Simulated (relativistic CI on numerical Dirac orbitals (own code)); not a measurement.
## Crystal-field levels of Pt²⁺, 5d8

Calculated by Dirac-Coulomb-Breit CI, separate exchange-only KLI orbitals for each configuration, QED by a radiative potential, valence Slater integrals scaled by 0.8, one configuration in a parametric crystal field (own radial code).

Field parameters in Wybourne normalisation: D4h B²₀ = −7Ds, B⁴₀ = 21(Dq − Dt), B⁴₄ = 21√(5/14) Dq. The field is a parameter set, without covalency.

S is read from ⟨S²⟩ = S(S + 1).

Levels (cm⁻¹, degeneracy): 0 (1), 113 (2), 2229 (1), 9346 (1), 13063 (1), 13337 (1), 15408 (2), 19904 (1), 20548 (1), 22880 (2), 23339 (1), 24350 (1).

(1) Which field gives this pattern?
A. D4h, 10Dq = 33450, Ds = 350, Dt = 860 cm⁻¹
B. D4h, 10Dq = 24900, Ds = 1870, Dt = 930 cm⁻¹
C. D4h, 10Dq = 39200, Ds = -610, Dt = -450 cm⁻¹

## Answers

(1) B. D4h, 10Dq = 24900, Ds = 1870, Dt = 930 cm⁻¹, ground level with S = 0.99.
